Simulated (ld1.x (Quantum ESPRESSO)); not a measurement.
selenium: one change to a TM semilocal potential, before and after

```
Element                 : selenium
Generator               : ld1.x (Quantum ESPRESSO) 7.5
Type                    : norm-conserving Troullier–Martins (semilocal form)
Functional              : LDA (PZ)
Relativity              : scalar-relativistic
Frozen core             : [Ar] 3d10
Valence charge          : 6
Reference configuration : 4s1.5 4p4.5
Partial waves           : 4p (bound): rc 1.35 bohr; 4d channel at 0.1 Ry: rc 1.20 bohr; 4s (bound): rc 1.10 bohr
Local potential         : the s channel
Core correction         : a·sin(br)/r model core inside 0.60 bohr
```

Change: wave 4p (bound): rc 1.35 bohr becomes 4p (bound): rc 1.30 bohr.

Cutoffs: the cutoffs (Ry, on a coarse ladder) from which the occupation-weighted sum of valence levels, in a spherical-Bessel basis at the reference potential, stays within 10 and 1 mRy of its value at 400 Ry; they do not see the model core or the augmentation charge, which bear on the density cutoff. Errors are all-electron minus pseudo energies relative to the spin-unpolarised reference configuration.

**Question.** Predict the effect on cutoff, ghosts and configuration errors.

**Answer.** The potential gets neither clearly harder nor softer (90 Ry and 230 Ry → 90 Ry and 260 Ry); of the 9 tests that both files solve, the error grows in 1 and shrinks in 5 by more than 15 % and 0.3 meV (median size 2.1 → 2.1 meV); neither file shows a bound ghost. A semilocal file is local in each channel, so a ghost entry of none says nothing of the separable form that plane-wave codes build from it.

```csv
quantity,base,changed
"cutoff, loose",90 Ry,90 Ry
"cutoff, tight",230 Ry,260 Ry
loose cutoff by channel (10 mRy a level),"p 45 Ry, s 60 Ry","p 50 Ry, s 60 Ry"
bound ghosts,none,none
"error for 4s2 4p4, meV [ΔE -5.44 eV]",-1.8,-1.5
"error for 4s2 4p3, meV [ΔE 5.57 eV]",-2.8,-2.3
"error for 4s2 4p2, meV [ΔE 26.13 eV]",-3.5,-2.1
"error for 4s1 4p4, meV [ΔE 17.15 eV]",-2.1,-1.3
"error for 4s2 4p4.3, meV [ΔE -7.08 eV]",-0.9,-0.6
"error for 4s2 4p1, meV [ΔE 57.28 eV]",-15,-13
"error for 4s2 4p0, meV [ΔE 99.85 eV]",-72,-73
"error for 4s1.5 4p4.5 (spin-polarised), meV [ΔE -0.64 eV]",-2.1,-2.6
"error for 4s2 4p4 (spin-polarised), meV [ΔE -6.03 eV]",-1.9,-2.1
```
